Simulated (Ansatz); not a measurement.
Frontier orbitals of `CC#[N+][B-](C)(C)F`.

The species carries charge 0 and has multiplicity 1. The structure was optimised at the PBE0-D4/def2-TZVP level. Basis def2-TZVPP, Ansatz 0.2.0.

Orbital energies of one run (eV). Highest occupied ones, from the top: -6.58, -8.01, -8.79, -9.07, -9.11, -9.54, -10.08, -10.12, -10.91, -10.95, -11.95, -13.57, -13.57, -14.21. Empty: -0.93, -0.85, 0.50, 2.05, 2.74, 2.82.

Q: Which functional gave them?
A. ωB97M-V
B. LDA (SPW92)
C. r2SCANh
D. revPBE

A: C. HOMO energies: r2SCANh -6.58, LDA (SPW92) -5.92, revPBE -5.72, ωB97M-V -9.49 eV.
